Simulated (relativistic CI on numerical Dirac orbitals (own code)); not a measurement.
**Hyperfine structure of Cu XVIII, mass number 65**

Calculated at this level of theory: Dirac-Coulomb-Breit CI, orbitals from a KLI potential per configuration, a model potential for QED, unscaled Slater integrals (own radial code, finite nucleus).

Configuration list (outside the closed core [Ne]): 3s², 3s3p, 3p², 3s3d, 3d², 3p3d, 3p4s, 3s4s, 3d4s, 3s4p, 3s4d, 3s4f, 3s5s, 3s5p, 3s5d, 4s². Levels of other configurations are missing.

Nuclear spin I = 3/2, μ = 2.3844 μN, Q = -0.204 b (tables of Stone and Pyykkö). The electronic factors are computed for point nuclear moments, without core polarisation or the Bohr-Weisskopf and QED corrections.

| Level | E (cm⁻¹) | A (MHz) | B (MHz) |
| --- | --- | --- | --- |
| 3s3p ³P°1 | 288182 | 98800 | 1450 |
| 3s3p ³P°2 | 313369 | 64600 | -2910 |
| 3s3p ¹P°1 | 431883 | 3616 | -2830 |
| 3p² ¹D2 | 679978 | 22580 | -3240 |
| 3p² ³P1 | 686262 | -1149 | -1450 |
| 3p² ³P2 | 716689 | 11220 | 1450 |
| 3s3d ³D1 | 821960 | -48730 | -214 |
| 3s3d ³D2 | 823983 | 23080 | -306 |

Levels with J = 0, under 50 % of one LS term, or S terms without an open s electron are left out. Small factors come from cancelling terms and can be off by tens of per cent or more.

At this charge energies of transitions that change n are usually good to better than 1 %, and those within a shell (Δn = 0) to a few per cent.

(1) Give the hyperfine levels of 3s3p ³P°1 relative to its centre of gravity.

Results:

(1) With K = F(F + 1) − I(I + 1) − J(J + 1), E = AK/2 + B[¾K(K + 1) − I(I + 1)J(J + 1)]/[2I(2I − 1)J(2J − 1)]: F = 1/2: -245200, F = 3/2: -100200, F = 5/2: 148600 MHz.

LS names give the leading component of a level, which can be under half, so a name can repeat, a term be missing and a line seem to break the LS rules.
